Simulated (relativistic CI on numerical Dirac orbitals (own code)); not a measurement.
# Spin-allowed bands of a d8 ion in a tetrahedral site, by hand

Problem. Take Δ = 4950 cm⁻¹ and B = 900 cm⁻¹ for a d8 ion in a tetrahedral site. Calculate the three spin-allowed bands.

Working.
1. The terms of highest spin are 3F (energy 0) and 3P (15B = 13500 cm⁻¹). Here the F term splits into A2 at +1.2Δ = 5940, T2 at +0.2Δ = 990 and T1 at −0.6Δ = -2970 cm⁻¹.
2. The two T1 states mix through the element 0.4Δ: H = [[-2970, 1980], [1980, 13500]], with roots ½(H₁₁ + H₂₂) ∓ ½√[(H₂₂ − H₁₁)² + 4H₁₂²] = ½(10530) ∓ ½(16939) = -3205 and 13735 cm⁻¹.
3. The ground term is 3T1 at -3205 cm⁻¹.
4. Bands: 3T2 4195 cm⁻¹ (2384 nm), 3A2 9145 cm⁻¹ (1094 nm), 3T1(P) 16939 cm⁻¹ (590 nm).

Check. Exact diagonalisation of the whole d8 shell with these parameters gives 3T2 4195, 3A2 9145, 3T1 16939 cm⁻¹. The match is exact, since without spin-orbit coupling no other term has this spin. The ratio of the second band to the first, 2.180, depends on Δ/B = 5.5 alone, which is how a Tanabe-Sugano diagram is read.
